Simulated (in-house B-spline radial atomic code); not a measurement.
Inner levels of osmium as electrons are removed. A shift is the extra binding of the orbital against the neutral atom ([Xe] 4f14 5d6 6s2). The density at the nucleus is averaged over the nuclear charge. Computed with an all-electron radial atomic-structure program (B-spline basis): Dirac-Hartree-Fock, average of the configuration, finite nuclei.

| ion | configuration | shift of 3d3/2 (eV) | shift of 4p3/2 (eV) | shift of 1s1/2 (eV) | radius of 3d3/2 (bohr) | radius of 4p3/2 (bohr) | radius of 1s1/2 (bohr) | Σ<r²> (bohr²) | change of density at nucleus (bohr⁻³) |
| --- | --- | --- | --- | --- | --- | --- | --- | --- | --- |
| Os14+ | [Kr] 4d10 4f14 5s2 | 271.87 | 266.22 | 281.94 | 0.17343 | 0.46727 | 0.017734 | 11.823 | 410.11 |
| Os15+ | [Kr] 4d10 4f13 5s2 | 313.89 | 304.51 | 322.32 | 0.17341 | 0.46522 | 0.017734 | 11.175 | 589.1 |
| Os16+ | [Kr] 4d10 4f12 5s2 | 357.67 | 344.02 | 364.37 | 0.17337 | 0.46306 | 0.017734 | 10.577 | 778.62 |
| Os17+ | [Kr] 4d10 4f12 5s1 | 388.82 | 373.69 | 397.56 | 0.17335 | 0.46236 | 0.017734 | 9.591 | -468.83 |
| Os18+ | [Kr] 4d10 4f12 | 420.58 | 403.84 | 431.47 | 0.17332 | 0.46163 | 0.017734 | 8.6418 | -1785.59 |
| Os19+ | [Kr] 4d10 4f11 | 467.77 | 445.79 | 477.04 | 0.17328 | 0.4593 | 0.017734 | 8.163 | -1699.08 |
| Os20+ | [Kr] 4d10 4f10 | 516.62 | 488.82 | 524.2 | 0.17323 | 0.45688 | 0.017734 | 7.7164 | -1604.24 |
| Os21+ | [Kr] 4d10 4f9 | 567.08 | 532.88 | 572.93 | 0.17317 | 0.45439 | 0.017734 | 7.2985 | -1501.04 |
| Os22+ | [Kr] 4d10 4f8 | 619.14 | 577.95 | 623.21 | 0.1731 | 0.45185 | 0.017734 | 6.9062 | -1389.51 |
| Os23+ | [Kr] 4d10 4f7 | 672.76 | 623.98 | 675.03 | 0.17302 | 0.44925 | 0.017734 | 6.537 | -1269.6 |
| Os24+ | [Kr] 4d10 4f6 | 727.93 | 670.97 | 728.38 | 0.17294 | 0.44661 | 0.017734 | 6.1887 | -1141.39 |
| Os25+ | [Kr] 4d10 4f5 | 784.62 | 718.88 | 783.23 | 0.17284 | 0.44393 | 0.017734 | 5.8594 | -1004.84 |
| Os26+ | [Kr] 4d10 4f4 | 842.81 | 767.7 | 839.59 | 0.17273 | 0.44123 | 0.017734 | 5.5476 | -860.03 |
| Os27+ | [Kr] 4d10 4f3 | 902.48 | 817.4 | 897.43 | 0.17262 | 0.4385 | 0.017735 | 5.2517 | -706.92 |
| Os28+ | [Kr] 4d10 4f2 | 963.61 | 867.98 | 956.75 | 0.17249 | 0.43576 | 0.017735 | 4.9704 | -545.55 |
| Os29+ | [Kr] 4d10 4f1 | 1026.2 | 919.41 | 1017.54 | 0.17235 | 0.433 | 0.017735 | 4.7028 | -375.93 |
| Os30+ | [Kr] 4d10 | 1090.21 | 971.68 | 1079.79 | 0.17221 | 0.43024 | 0.017735 | 4.4478 | -198.07 |
| Os31+ | [Kr] 4d9 | 1154.32 | 1021.9 | 1149.5 | 0.17224 | 0.42779 | 0.017735 | 4.187 | 57.82 |
| Os32+ | [Kr] 4d8 | 1219.37 | 1072.68 | 1220.43 | 0.17204 | 0.42537 | 0.017735 | 3.934 | 320.92 |
| Os33+ | [Kr] 4d7 | 1285.37 | 1124.02 | 1292.56 | 0.17183 | 0.42297 | 0.017735 | 3.6884 | 591.19 |
| Os34+ | [Kr] 4d6 | 1352.31 | 1175.92 | 1365.91 | 0.17161 | 0.42059 | 0.017735 | 3.4499 | 868.67 |
| Os35+ | [Kr] 4d5 | 1420.18 | 1228.39 | 1440.46 | 0.17138 | 0.41824 | 0.017735 | 3.2182 | 1153.34 |
| Os36+ | [Kr] 4d4 | 1488.98 | 1281.41 | 1516.22 | 0.17115 | 0.4159 | 0.017735 | 2.9931 | 1445.24 |
| Os37+ | [Kr] 4d3 | 1558.71 | 1334.98 | 1593.19 | 0.17091 | 0.41359 | 0.017735 | 2.7743 | 1744.33 |
